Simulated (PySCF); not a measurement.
PySCF job for B(F)(Cl)(OH) (BClFHO), SMILES ClB(O)F, PBE0/pcSseg-2. Geometry: B3LYP-D3(BJ)/def2-SVP. The values are those of a single conformer.

```python
import numpy as np
from pyscf import gto, scf, dft
from pyscf.prop.nmr import rks as nmr

mol = gto.M(
    atom='''
    B    -0.01335369   -0.42924641    0.00000000
    F    -1.20069825   -1.02840027    0.00000000
    Cl    0.05199136    1.33020702    0.00000000
    O     1.12644343   -1.13953705    0.00000000
    H     0.97765220   -2.09538846    0.00000000
    ''',
    basis='pcSseg-2',
    charge=0,
    spin=0,
    max_memory=1600,
    verbose=3,
)
mf = dft.RKS(mol, xc='pbe0').density_fit(auxbasis='def2-universal-jkfit')
mf.grids.level = 3
mf.conv_tol = 1e-10
mf.max_cycle = 100
mf.kernel()
n = nmr.NMR(mf)
n.verbose = 2
n.max_cycle_cphf = 60
sigma = n.kernel()
print('atom   isotropic/ppm   span/ppm')
for i, s in enumerate(sigma):
    w = np.linalg.eigvalsh((s + s.T) / 2)
    print(f'{mol.atom_symbol(i):2s}{i + 1:3d} {w.mean():14.3f} {w[2] - w[0]:11.3f}')
```

Output:

```
converged SCF energy = -660.629380317838
atom   isotropic/ppm   span/ppm
B   1         74.401      29.247
F   2        256.102     214.440
Cl  3        884.326     298.403
O   4        207.769     161.573
H   5         27.030      16.492
```

The run converged.

Cost: around 50 core-seconds (rough).
